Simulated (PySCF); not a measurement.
Si(H)2(Me)(NHMe) (C₂H₉NSi), SMILES C[SiH2]NC. The structure is a stationary point at B3LYP-D3(BJ)/def2-SVP. One conformer was computed; it need not be the lowest.

Task: Give the equilibrium geometry at B3LYP-D3(BJ)/def2-SVP (PySCF confirms it by a frequency run) as Cartesian coordinates in Å. (The exact figures need the calculation; the answer reports its results.)

Result: One answer among several that fit: 
```xyz
13

Si     0.5617    -0.3801     0.6056
C      1.7039     0.7669    -0.3530
N     -0.9372    -0.6085    -0.2461
C     -1.8646     0.4548    -0.5836
H      1.1551    -1.7428     0.7466
H      0.4038     0.1943     1.9862
H      1.2648     1.7723    -0.4599
H      1.9019     0.3710    -1.3615
H      2.6651     0.8815     0.1743
H     -1.3834    -1.5149    -0.1437
H     -2.5789     0.7098     0.2262
H     -1.3104     1.3770    -0.8237
H     -2.4570     0.2019    -1.4803
```
